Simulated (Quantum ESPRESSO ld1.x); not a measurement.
Input file for ld1.x (Quantum ESPRESSO 7.5):

```
 &input
    atom='Bi',
    iswitch=1,
    rel=2,
    dft='RXC-VWN',
    config='[Xe] 4f14 5d10 6p3',
    rel_dist='average',
    verbosity='high',
    lsmall=.true.,
    prefix='ld1',
    max_out_wfc=37,
    file_charge='ld1.rho',
 /
```

Command: `OMP_NUM_THREADS=1 ld1.x < ld1.in > ld1.out`

Output (excerpt):

```
     Program LD1 v.7.5 starts

     --------------------------- All-electron run ----------------------------

     dirac relativistic calculation

     atomic number is 83.00
     dft =RXC-VWN   lsd =0 sic =0 latt =0  beta=0.20 tr2=1.0E-14
     Exchange-correlation= RXC-VWN
                           (   3   2   0   0   0   0   0)
     mesh =2129 r(mesh) =  99.99892 a.u. xmin = -8.00 dx = 0.00800
     1 Ry =  13.60569312 eV, c = 137.03599908

     n l j   nl                  e(Ry)          e(Ha)          e(eV)
     Spin orbit split results
     1 0 0.5 1S 1( 2.00)   -6605.751480806   -3302.875740403 -89875.8274946
     2 0 0.5 2S 1( 2.00)   -1188.417200678    -594.208600339 -16169.2397345
     2 1 0.5 2P 1( 2.00)   -1142.486104934    -571.243052467 -15544.3153410
     2 1 1.5 2P 1( 4.00)    -974.370681632    -487.185340816 -13256.9884823
     3 0 0.5 3S 1( 2.00)    -288.180626527    -144.090313263  -3920.8971685
     3 1 0.5 3P 1( 2.00)    -267.335202711    -133.667601356  -3637.2807291
     3 1 1.5 3P 1( 4.00)    -229.650071280    -114.825035640  -3124.5483955
     4 0 0.5 4S 1( 2.00)     -67.280941676     -33.640470838   -915.4038455
     4 1 0.5 4P 1( 2.00)     -58.199403086     -29.099701543   -791.8432183
     4 1 1.5 4P 1( 4.00)     -48.887822539     -24.443911269   -665.1527109
     3 2 1.5 3D 1( 4.00)    -195.404224167     -97.702112083  -2658.6099089
     3 2 2.5 3D 1( 6.00)    -187.367490763     -93.683745382  -2549.2645806
     5 0 0.5 5S 1( 2.00)     -13.069825058      -6.534912529   -177.8240289
     5 1 0.5 5P 1( 2.00)      -9.903194751      -4.951597376   -134.7398287
     5 1 1.5 5P 1( 4.00)      -8.088653239      -4.044326619   -110.0517337
     4 2 1.5 4D 1( 4.00)     -34.077166596     -17.038583298   -463.6434712
     4 2 2.5 4D 1( 6.00)     -32.329870539     -16.164935270   -439.8702973
     4 3 2.5 4F 1( 6.00)     -13.017079417      -6.508539708   -177.1063879
     4 3 3.5 4F 1( 8.00)     -12.613662172      -6.306831086   -171.6176167
     5 2 1.5 5D 1( 4.00)      -3.651170602      -1.825585301    -49.6767068
     5 2 2.5 5D 1( 6.00)      -3.425054302      -1.712527151    -46.6002378
     6 1 0.5 6P 1( 1.00)      -1.711028845      -0.855514422    -23.2797334
     6 1 1.5 6P 1( 2.00)      -1.493494980      -0.746747490    -20.3200344
     Averaged results
     1 0     1S 1( 2.00)   -6605.751480806   -3302.875740403 -89875.8274946
     2 0     2S 1( 2.00)   -1188.417200678    -594.208600339 -16169.2397345
     2 1     2P 1( 6.00)   -1030.409156066    -515.204578033 -14019.4307686
     3 0     3S 1( 2.00)    -288.180626527    -144.090313263  -3920.8971685
     3 1     3P 1( 6.00)    -242.211781757    -121.105890878  -3295.4591734
     4 0     4S 1( 2.00)     -67.280941676     -33.640470838   -915.4038455
     4 1     4P 1( 6.00)     -51.991682721     -25.995841361   -707.3828801
     3 2     3D 1(10.00)    -190.582184125     -95.291092062  -2593.0027119
     5 0     5S 1( 2.00)     -13.069825058      -6.534912529   -177.8240289
     5 1     5P 1( 6.00)      -8.693500410      -4.346750205   -118.2810987
     4 2     4D 1(10.00)     -33.028788962     -16.514394481   -449.3795668
     4 3     4F 1(14.00)     -12.786555277      -6.393277638   -173.9699472
     5 2     5D 1(10.00)      -3.515500822      -1.757750411    -47.8308254
     6 1     6P 1( 3.00)      -1.566006268      -0.783003134    -21.3066007

     final scf error:  8.2E-15 reached in  30 iterations

     Etot =  -43043.680456 Ry,  -21521.840228 Ha, -585639.107163 eV

     Ekin =   50139.953833 Ry,   25069.976917 Ha,  682188.825054 eV
     Encl = -108949.036144 Ry,  -54474.518072 Ha,-1482327.151817 eV
     Eh   =   16444.040866 Ry,    8222.020433 Ha,  223732.573721 eV
     Exc  =    -678.639011 Ry,    -339.319505 Ha,   -9233.354121 eV

     normalization and overlap integrals

     s(1S/1S) =  1.000000  <r> =   0.0159  <r2> =    0.0003  r(max) =   0.0097
     LC norm =  0.90010861 + SC norm =  0.09989139 =  1.00000000
     s(2S/2S) =  1.000000  <r> =   0.0660  <r2> =    0.0052  r(max) =   0.0564
     LC norm =  0.97689338 + SC norm =  0.02310662 =  1.00000000
     s(2P/2P) =  1.000000  <r> =   0.0541  <r2> =    0.0037  r(max) =   0.0420
     LC norm =  0.97680949 + SC norm =  0.02319051 =  1.00000000
     s(2P/2P) =  1.000000  <r> =   0.0631  <r2> =    0.0048  r(max) =   0.0493
     LC norm =  0.97964946 + SC norm =  0.02035054 =  1.00000000
     s(3S/3S) =  1.000000  <r> =   0.1716  <r2> =    0.0338  r(max) =   0.1596
     LC norm =  0.99220472 + SC norm =  0.00779528 =  1.00000000
     s(3P/3P) =  1.000000  <r> =   0.1620  <r2> =    0.0307  r(max) =   0.1485
     LC norm =  0.99225483 + SC norm =  0.00774517 =  1.00000000
     s(3P/3P) =  1.000000  <r> =   0.1784  <r2> =    0.0370  r(max) =   0.1635
     LC norm =  0.99308693 + SC norm =  0.00691307 =  1.00000000
     s(4S/4S) =  1.000000  <r> =   0.3781  <r2> =    0.1616  r(max) =   0.3581
     LC norm =  0.99729419 + SC norm =  0.00270581 =  1.00000000
     s(4P/4P) =  1.000000  <r> =   0.3788  <r2> =    0.1634  r(max) =   0.3553
     LC norm =  0.99738934 + SC norm =  0.00261066 =  1.00000000
     s(4P/4P) =  1.000000  <r> =   0.4135  <r2> =    0.1944  r(max) =   0.3849
     LC norm =  0.99771498 + SC norm =  0.00228502 =  1.00000000
     s(3D/3D) =  1.000000  <r> =   0.1548  <r2> =    0.0281  r(max) =   0.1276
     LC norm =  0.99318641 + SC norm =  0.00681359 =  1.00000000
     s(3D/3D) =  1.000000  <r> =   0.1597  <r2> =    0.0298  r(max) =   0.1318
     LC norm =  0.99340740 + SC norm =  0.00659260 =  1.00000000
     s(5S/5S) =  1.000000  <r> =   0.8325  <r2> =    0.7766  r(max) =   0.7719
     LC norm =  0.99925146 + SC norm =  0.00074854 =  1.00000000
     s(5P/5P) =  1.000000  <r> =   0.8854  <r2> =    0.8836  r(max) =   0.8099
     LC norm =  0.99933888 + SC norm =  0.00066112 =  1.00000000
     s(5P/5P) =  1.000000  <r> =   0.9745  <r2> =    1.0705  r(max) =   0.8844
     LC norm =  0.99944247 + SC norm =  0.00055753 =  1.00000000
     s(4D/4D) =  1.000000  <r> =   0.4167  <r2> =    0.2006  r(max) =   0.3757
     LC norm =  0.99791213 + SC norm =  0.00208787 =  1.00000000
     s(4D/4D) =  1.000000  <r> =   0.4278  <r2> =    0.2112  r(max) =   0.3849
     LC norm =  0.99799519 + SC norm =  0.00200481 =  1.00000000
     s(4F/4F) =  1.000000  <r> =   0.4380  <r2> =    0.2290  r(max) =   0.3386
     LC norm =  0.99834933 + SC norm =  0.00165067 =  1.00000000
     s(4F/4F) =  1.000000  <r> =   0.4441  <r2> =    0.2354  r(max) =   0.3441
     LC norm =  0.99838310 + SC norm =  0.00161690 =  1.00000000
     s(5D/5D) =  1.000000  <r> =   1.1956  <r2> =    1.6461  r(max) =   1.0132
     LC norm =  0.99962829 + SC norm =  0.00037171 =  1.00000000
     s(5D/5D) =  1.000000  <r> =   1.2359  <r2> =    1.7599  r(max) =   1.0462
     LC norm =  0.99965084 + SC norm =  0.00034916 =  1.00000000
     s(6P/6P) =  1.000000  <r> =   2.3692  <r2> =    6.3114  r(max) =   2.0816
     LC norm =  0.99990040 + SC norm =  0.00009960 =  1.00000000
     s(6P/6P) =  1.000000  <r> =   2.6140  <r2> =    7.6673  r(max) =   2.3098
     LC norm =  0.99991750 + SC norm =  0.00008250 =  1.00000000

     LC charge = 80.42878927 + SC charge =  0.57121073 = 81.00000000

     ------------------------ End of All-electron run ------------------------
```

Run on one thread of a shared host, so times are rough (Intel(R) Xeon(R) Processor @ 2.60GHz): 0.62 s of CPU time, 1.9 s wall, 30 iterations on 2129 mesh points.
